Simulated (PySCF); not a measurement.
Job file and geometry (Å, from GFN2-xTB) of an NMR shielding run on C4H11BCl2N2, PySCF 2.14.0, density-fitted response routines, GIAO PBE0/pcSseg-1 NMR shielding, non-relativistic, gas phase; density fitting, a coarse starting grid and PySCF grid level 2 are the driver's defaults:

```
$ OMP_NUM_THREADS=1 python probes_run.py task.json out

{"job": {"kind": "nmr", "xc": "PBE0", "basis": "pcSseg-1"}, "charge": 0, "multiplicity": 1}
N      2.625157     0.426298    -0.389229
B      1.435624    -0.395280     0.885751
Cl     1.906730     0.584876     2.318421
Cl     2.115919    -2.057839     0.814222
N      0.119868    -0.218880     0.413294
C     -0.582325    -1.124332    -0.486118
C     -2.041939    -0.688817    -0.405677
C     -1.916283     0.819571    -0.217388
C     -0.719030     0.935402     0.722936
H      2.666104     1.422926    -0.207477
H      3.535695     0.007955    -0.230846
H      2.320294     0.241875    -1.337770
H     -0.430126    -2.161052    -0.181039
H     -0.205274    -1.012836    -1.513318
H     -2.606119    -0.964868    -1.294080
H     -2.517215    -1.134202     0.468280
H     -1.694804     1.298053    -1.172447
H     -2.812071     1.273561     0.200092
H     -0.166275     1.868277     0.583967
H     -1.039079     0.889992     1.770854
```

Task: Write the output of this run.

Result: 
```
coarse grid: 17624 points
cycle   1  E = -1213.1060774821  dE =  1.084e+00  |g| = 4.543e-01  |ddm| = 3.916e+00
cycle   2  E = -1213.1094608781  dE = -3.383e-03  |g| = 4.883e-01  |ddm| = 1.014e+00
cycle   3  E = -1213.1617455016  dE = -5.228e-02  |g| = 8.767e-02  |ddm| = 5.074e-01
cycle   4  E = -1213.1632332720  dE = -1.488e-03  |g| = 3.107e-02  |ddm| = 1.062e-01
cycle   5  E = -1213.1634042963  dE = -1.710e-04  |g| = 9.086e-03  |ddm| = 3.315e-02
cycle   6  E = -1213.1634213336  dE = -1.704e-05  |g| = 2.617e-03  |ddm| = 1.036e-02
cycle   7  E = -1213.1634228006  dE = -1.467e-06  |g| = 3.427e-04  |ddm| = 2.473e-03
final grid: 160608 points
cycle   8  E = -1213.2087751869  dE = -6.010e-05  |g| = 1.001e-02  |ddm| = 4.007e-02
cycle   9  E = -1213.2087620811  dE =  1.311e-05  |g| = 1.241e-02  |ddm| = 1.974e-02
cycle  10  E = -1213.2087973454  dE = -3.526e-05  |g| = 1.187e-03  |ddm| = 1.146e-02
cycle  11  E = -1213.2087975739  dE = -2.285e-07  |g| = 3.822e-04  |ddm| = 1.368e-03
cycle  12  E = -1213.2087976027  dE = -2.882e-08  |g| = 8.728e-05  |ddm| = 3.538e-04
cycle  13  E = -1213.2087976042  dE = -1.490e-09  |g| = 2.547e-05  |ddm| = 1.103e-04
cycle  14  E = -1213.2087976043  dE = -1.323e-10  |g| = 7.544e-06  |ddm| = 3.151e-05
converged SCF energy = -1213.2087976043

GIAO shielding tensors (ppm)
atom      isotropic    diamagn.    paramagn.     s11        s22        s33       span
  0 N      198.207     318.945    -120.738    178.855    191.396    224.369     45.514
  1 B       90.216     186.014     -95.799     75.593     83.827    111.226     35.633
  2 Cl     857.881    1148.511    -290.630    734.852    873.552    965.239    230.387
  3 Cl     859.212    1148.692    -289.480    742.227    865.758    969.651    227.424
  4 N      192.028     327.981    -135.953    141.183    168.617    266.283    125.100
  5 C      134.512     242.778    -108.266    104.715    135.737    163.082     58.367
  6 C      156.240     249.579     -93.339    134.497    165.914    168.310     33.813
  7 C      155.453     249.843     -94.390    132.033    166.022    168.304     36.271
  8 C      134.529     242.442    -107.913    103.252    137.417    162.917     59.666
  9 H       29.485      30.806      -1.321     24.319     27.242     36.895     12.576
 10 H       29.575      29.971      -0.396     24.590     27.766     36.369     11.779
 11 H       29.465      31.424      -1.959     24.053     27.411     36.932     12.879
 12 H       27.892      29.904      -2.013     21.601     29.951     32.123     10.522
 13 H       28.766      30.938      -2.172     22.892     28.075     35.330     12.438
 14 H       29.953      29.297       0.656     25.347     26.867     37.646     12.299
 15 H       29.864      30.098      -0.233     25.409     27.580     36.604     11.194
 16 H       30.058      31.125      -1.068     25.513     28.005     36.654     11.141
 17 H       29.781      29.203       0.578     25.150     26.803     37.390     12.240
 18 H       28.493      30.863      -2.370     22.812     29.615     33.051     10.239
 19 H       28.178      29.975      -1.797     22.020     28.124     34.390     12.369
```

Size and cost of the density-fitted run: 222 basis functions, 110 s wall time on 1 thread of an Arm Neoverse N1, shared host; peak memory 0.94 GiB.
